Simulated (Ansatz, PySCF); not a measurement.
Species: C3H6S, net charge 0, singlet state. 
Structure (B3LYP-D3(BJ)/def2-TZVP (Ansatz, an electronic-structure program) minimum search):
```xyz
10

C      0.0008     1.3184     0.2509
C     -1.1480     0.2936     0.2181
S     -0.0008    -1.0285    -0.3774
C      1.1487     0.2927     0.2156
H      0.0020     1.9898     1.1112
H      0.0000     1.9219    -0.6563
H     -1.9694     0.5086    -0.4615
H     -1.5445     0.0509     1.2035
H      1.9688     0.5071    -0.4659
H      1.5473     0.0497     1.2000
```

Dipole moments at this geometry, in debye (magnitudes).

```json
[
 {"level": "PBE/def2-TZVPD", "program": "Ansatz", "dipole (D)": "?"},
 {"level": "BLYP/def2-TZVPD", "program": "Ansatz", "dipole (D)": "1.91"},
 {"level": "revPBE/def2-TZVPD", "program": "Ansatz", "dipole (D)": "1.93"},
 {"level": "B97M-V/def2-TZVPD", "program": "Ansatz", "dipole (D)": "1.96"},
 {"level": "B3LYP/def2-TZVPD", "program": "Ansatz", "dipole (D)": "1.96"},
 {"level": "M06-2X/def2-TZVPD", "program": "PySCF", "dipole (D)": "1.98"},
 {"level": "LC-wPBE/def2-TZVPD", "program": "Ansatz", "dipole (D)": "2.03"},
 {"level": "wB97X-V/def2-TZVPD", "program": "Ansatz", "dipole (D)": "2.03"},
 {"level": "CCSD(T)/aug-cc-pV(D+d)Z", "program": "Ansatz", "dipole (D)": "?"}
]
```

Q: What belongs in the gaps?

A: 
- PBE/def2-TZVPD, dipole (D): 1.93
- CCSD(T)/aug-cc-pV(D+d)Z, dipole (D): 1.96

Measured: 1.85 D (NIST CCCBDB, as tabulated in the package chemicals), a vibrational average, which may belong to another conformer or a mix. This is an older compilation, not checked against later work.
